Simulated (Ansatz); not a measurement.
Reaction (ligand exchange at a Ge–Se bond): `[F][Ge]([F])([F])[SeH]` + HCl → `[F][Ge]([F])([F])[Cl]` + H₂Se

Computed with Ansatz on PBE0-D4/def2-TZVP structures; ΔE is electronic, products minus reactants. CBS: MP2 limit from def2 TZ/QZ plus the TZ coupled-cluster correction, frozen cores. This one scheme is used for every species. DFT in def2-TZVPP. B3LYP here is the variant with VWN-RPA as its local correlation; programs differ in this. HSE06 is defined as in plane-wave codes. For Ge, Se outer-core shells are correlated without core-valence functions, which leaves a few kJ/mol of doubt a bond. Scalar relativity is left out up to krypton. One conformer a species, not always the lowest.

`[F][Ge]([F])([F])[SeH]`:

Cartesian coordinates in Å:
```
F -0.682 -0.605 -1.610
Ge 0.021 -0.492 -0.056
F 1.701 -0.639 -0.337
F -0.461 -1.883 0.810
Se -0.581 1.388 1.124
H 0.002 2.231 0.069
```

HCl:

Z-matrix (Å, degrees):
```
Cl
H 1 1.279
```

`[F][Ge]([F])([F])[Cl]`:

```xyz
5

F    -0.355    1.081    1.285
Ge    0.034    0.000    0.034
F     1.531    0.477   -0.612
F     0.237   -1.537    0.726
Cl   -1.448   -0.021   -1.433
```

H₂Se:

Cartesian coordinates in Å:
```
Se -0.070 -0.667 -0.138
H 0.608 0.098 0.914
H -0.538 0.569 -0.776
```

```tsv
level	ΔE (kJ/mol)	difference from CCSD(T)/CBS
LDA (SPW92)	2.7	3.1
PBE-D4	3.5	3.9
BLYP-D4	2.9	3.3
r2SCAN-D4	-3.0	-2.6
B97M-V	-9.7	-9.3
PBE0-D4	0.2	0.6
B3LYP-D4	0.3	0.7
r2SCANh-D4	-3.4	-3.0
r2SCAN0-D4	-4.1	-3.7
HSE06-D4	0.0	0.4
BHLYP-D4	-3.4	-3.0
CAM-B3LYP-D4	-3.2	-2.8
ωB97M-V	-3.8	-3.4
B2PLYP	-3.6	-3.2
PBE-QIDH	-4.0	-3.6
PBE	1.8	2.2
revPBE	0.9	1.3
BLYP	-0.1	0.3
r2SCAN	-3.4	-3.0
PBE0	-1.4	-1.0
B3LYP	-2.4	-2.0
r2SCANh	-3.9	-3.5
r2SCAN0	-4.6	-4.2
HSE06	-1.5	-1.1
BHLYP	-6.8	-6.4
LC-ωPBE	-4.0	-3.6
RPA@PBE/def2-TZVPP	-4.5	-4.1
HF/def2-SVP	-15.7	-15.3
MP2/def2-SVP	-11.2	-10.8
CCSD/def2-SVP	-12.7	-12.3
CCSD(T)/def2-SVP	-11.9	-11.5
HF/def2-TZVPP	-15.9	-15.5
MP2/def2-TZVPP	-3.0	-2.6
SCS-MP2/def2-TZVPP	-5.6	-5.2
CCSD/def2-TZVPP	-5.6	-5.2
CCSD(T)/def2-TZVPP	-4.5	-4.1
HF/def2-QZVPP	-16.5	-16.1
SCS-MP2/def2-QZVPP	-4.1	-3.7
HF/CBS(def2)	-16.6	-16.2
MP2/CBS(def2)	1.0	1.4
CCSD(T)/CBS	-0.4	0
```

Largest T1 diagnostic among the species: 0.012.

Leaving LDA and LC-ωPBE aside and taking each functional with its dispersion term where it has one, the values spread over 13.2 kJ/mol, from B97M-V to PBE-D4. In def2-TZVPP, CCSD(T) changes the Hartree–Fock value by +11.4 kJ/mol (the triples alone add +1.2 kJ/mol) and MP2 by +12.9 kJ/mol. From PBE to PBE0 (25 % exact exchange), in def2-TZVPP and without D4, ΔE moves by −3.2 kJ/mol.
